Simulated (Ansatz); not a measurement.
Isolated molecules relaxed with PBE0-D4/def2-TZVP in Ansatz; ΔE leaves out vibrations. CBS: MP2 limit from def2 TZ/QZ plus the TZ coupled-cluster correction, frozen cores. DFT in def2-TZVPP. Each species was taken in one conformer, which may not be the lowest.

Consider the formal exchange of groups at the Si–Si bond: `CB[SiH2][SiH2]F` + `C=COC` → `CO[SiH2]F` + `C=C[SiH2]BC`.

CCSD(T)/CBS gives -153.9 kJ/mol.

Q: Another level gave -163.4 kJ/mol. Which?
A. r2SCAN-D4/def2-TZVPP
B. SCS-MP2/def2-TZVPP
C. ωB97X-V/def2-TZVPP
D. BHLYP/def2-TZVPP

A: B. SCS-MP2/def2-TZVPP -163.4, r2SCAN-D4 -134.1, BHLYP -156.1, ωB97X-V -141.8 kJ/mol.

Largest T1 diagnostic among the species: 0.013.

From r2SCAN to r2SCAN0 (25 % exact exchange), in def2-TZVPP and without D4, ΔE moves by −7.0 kJ/mol. Leaving LDA and LC-ωPBE aside and taking each functional with its dispersion term where it has one, the values, not all of them listed here, spread over 40.4 kJ/mol, from BHLYP-D4 to PBE-D4. LDA lies +6.9 kJ/mol from PBE without D4. In def2-TZVPP, CCSD(T) changes the Hartree–Fock value by +19.7 kJ/mol (the triples alone add +4.2 kJ/mol) and MP2 by +10.0 kJ/mol.

CCSD(T)/CBS has its own doubt, a few kJ/mol and more with outer-core shells, so smaller differences from it don't rank the levels.
